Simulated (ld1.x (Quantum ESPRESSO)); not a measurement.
**LDA (PZ) TM dataset for tantalum, scalar-relativistic all-electron reference.**

* Element: tantalum (Ta)
* Generator: ld1.x (Quantum ESPRESSO) 7.5
* Type: norm-conserving Troullier–Martins (Kleinman–Bylander form)
* Functional: LDA (PZ)
* Relativity: scalar-relativistic
* Frozen core: [Kr] 4d10 4f14
* Valence charge: 13
* Reference configuration: 5s2 5p6 5d3 6s0 6p0 (charge +2)
* Partial waves: 5s (bound): rc 1.90 bohr; 5p (bound): rc 1.70 bohr; 5d (bound): rc 2.80 bohr
* Local potential: all-electron potential smoothed inside 2.30 bohr (lloc = -1)
* Core correction: none

All-electron outer shells of the reference configuration (LDA (PZ), scalar-relativistic, ld1.x):

```json
{"shell": "5s", "level (eV)": "-88.88", "outermost node (bohr)": "0.54", "outermost maximum (bohr)": "0.98"}
{"shell": "5p", "level (eV)": "-55.23", "outermost node (bohr)": "0.58", "outermost maximum (bohr)": "1.13"}
{"shell": "4f", "level (eV)": "-40.64", "outermost node (bohr)": "–", "outermost maximum (bohr)": "0.44"}
{"shell": "6s", "level (eV)": "-18.77", "outermost node (bohr)": "1.31", "outermost maximum (bohr)": "2.55"}
{"shell": "5d", "level (eV)": "-18.63", "outermost node (bohr)": "0.65", "outermost maximum (bohr)": "1.56"}
{"shell": "6p", "level (eV)": "-12.70", "outermost node (bohr)": "1.56", "outermost maximum (bohr)": "3.19"}
```

Task: Estimate the cutoffs (Ry, on a coarse ladder) from which the occupation-weighted sum of valence levels, in a spherical-Bessel basis at the reference potential, stays within 10 and 1 mRy of its value at 400 Ry.

Result: 45 Ry and 80 Ry.

Task: What does a ghost test show?

Result: No extra level below or beside the all-electron valence levels (s, p, d, f tested).

Task: Tests: 5s2 5p6 5d3 6s2 6p0; 5s2 5p6 5d3 6s1 6p0; 5s2 5p6 5d2 6s0 6p0; 5s2 5p6 5d3 6s1 6p1; 5s2 5p5 5d3 6s2 6p0; 5s2 5p6 5d3 6s0 6p1; 5s2 5p6 5d3 6s0 6p2. Which has the largest error in its energy relative to the reference configuration, and how large is it?

Result: 5s2 5p5 5d3 6s2 6p0, with +3831 meV (all-electron minus pseudo) on +21.18 eV.
